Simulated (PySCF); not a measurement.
Species: C6H14P (charge +1).
Numbering: `[CH3:1][CH2:2][C@@H:3]1[PH2+:4][C@@H:5]1[CH2:6][CH3:7]`

Cartesian coordinates in Å at the GFN2-xTB level; atoms count from 1:
```
atom  x, y, z in Å
C1     2.600    0.671   -0.469
C2     1.106    0.811   -0.183
C3     0.561   -0.295    0.640
P4     0.284   -2.199   -0.392
C5    -0.748   -0.848    0.568
C6    -1.852   -0.282   -0.293
C7    -2.531    0.868    0.452
H8     2.966    1.558   -0.977
H9     2.797   -0.188   -1.109
H10    3.165    0.554    0.452
H11    0.964    1.715    0.424
H12    0.548    0.955   -1.109
H13    1.145   -0.516    1.530
H14    1.465   -2.434    0.307
H15    0.815   -1.503   -1.472
H16   -1.120   -1.324    1.477
H17   -1.466    0.078   -1.249
H18   -2.588   -1.062   -0.494
H19   -2.938    0.527    1.401
H20   -1.833    1.677    0.644
H21   -3.350    1.254   -0.148
```

NICS = −σ at a ghost point: NICS(0) at the centroid of the ring atoms, NICS(1) 1 Å to either side along the normal of their mean plane, zz for the tensor component along that normal. Level: GIAO PBE0/pcSseg-1 (PySCF, non-relativistic, gas phase) on the GFN2-xTB geometry, one conformer.

Ring bond lengths (Å), with Mayer bond orders in brackets: C3–P4 2.183 (0.60), P4–C5 1.953 (0.71), C5–C3 1.423 (1.10).

**Question.** Give the NICS values of each ring in ppm.

**Answer.** 
| ring | type | NICS(0) | NICS(1), two faces | NICS(1)zz, two faces | rms pucker (Å) | centre to ring atoms, mean (Å) |
| --- | --- | --- | --- | --- | --- | --- |
| C3–P4–C5 | 3-membered ring with P; formal bonds all single | -45.2 | -10.2 / -8.5 | -23.9 / -16.8 | 0.00 | 1.07 |

**Question.** What can be read from them?

**Answer.** 
- C3–P4–C5: mean NICS(1)zz -20.3 ppm, shielded. C3, P4, C5 have four or more neighbours; no verdict on aromaticity is drawn. The two faces differ by 7.1 ppm, so no symmetry operation interchanges them. NICS(0) lies 36 ppm below the mean NICS(1).

**Question.** What field does 7.05 T along the ring normal induce along that normal at the second NICS(1) probe listed for ring C3–P4–C5, 1 Å off the ring?

**Answer.** NICSzz × B0 = -16.8 ppm × 7.05 T = -118 μT, against the applied field.

**Question.** Give the inner angles of the rings and the Hirshfeld charges of the ring atoms.

**Answer.** 
- C3–P4–C5: C3 61.4° (+0.067 e), P4 39.8° (+0.322 e), C5 78.9° (+0.015 e); sum 180.0° against 180° for a flat convex ring.

**Question.** What are the shieldings of the ring atoms and their hydrogens in the same run (means over atoms taken as equivalent)?

**Answer.** 
| atoms | environment | σ isotropic (ppm) | principal values of the symmetric part, first atom (ppm) |
| --- | --- | --- | --- |
| C3 (×2) | sp3 carbon bound to phosphorus | 71.3 | -51.1, 35.0, 144.0 |
| P4 | phosphonium phosphorus | 592.7 | 394.9, 560.5, 822.9 |
| H13 (×2) | methine hydrogen | 25.97 | 22.1, 25.0, 28.6 |
| H14 | P–H hydrogen | 28.39 | 22.6, 24.9, 37.7 |
| H15 | P–H hydrogen | 30.09 | 24.1, 27.3, 38.8 |
